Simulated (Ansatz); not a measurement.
`NCS[SiH3]` and `NCSCF` differ in one atom or group.

Ansatz, PBE0-D4/def2-TZVP geometries, multiplicity 1. Each molecule was computed in one conformer, which needn't be the lowest.

```
                               property  `NCS[SiH3]`
HOMO–LUMO gap (ωB97M-V/def2-TZVPP) / eV        10.94
   HOMO–LUMO gap (PBE0/def2-TZVPP) / eV         7.04
     HOMO energy (PBE0/def2-TZVPP) / eV        -6.85
      LUMO energy (PBE/def2-TZVPP) / eV        -0.69
     LUMO energy (PBE0/def2-TZVPP) / eV         0.20
    HOMO–LUMO gap (PBE/def2-TZVPP) / eV         4.91
```

Task: Give the same properties after the change, and the shifts. (An estimate is asked.)

Result: The calculation gave: 
```
                               property  `NCSCF`  shift
HOMO–LUMO gap (ωB97M-V/def2-TZVPP) / eV    11.26   0.32
   HOMO–LUMO gap (PBE0/def2-TZVPP) / eV     7.36   0.32
     HOMO energy (PBE0/def2-TZVPP) / eV    -6.80   0.05
      LUMO energy (PBE/def2-TZVPP) / eV    -0.38   0.31
     LUMO energy (PBE0/def2-TZVPP) / eV     0.56   0.36
    HOMO–LUMO gap (PBE/def2-TZVPP) / eV     5.13   0.22
```

With PBE0 the HOMO rises by 0.05 eV and the LUMO rises by 0.36 eV, so the gap widens by about 0.31 eV. PBE moves the HOMO by 0.09 eV and ωB97M-V by 0.01 eV.
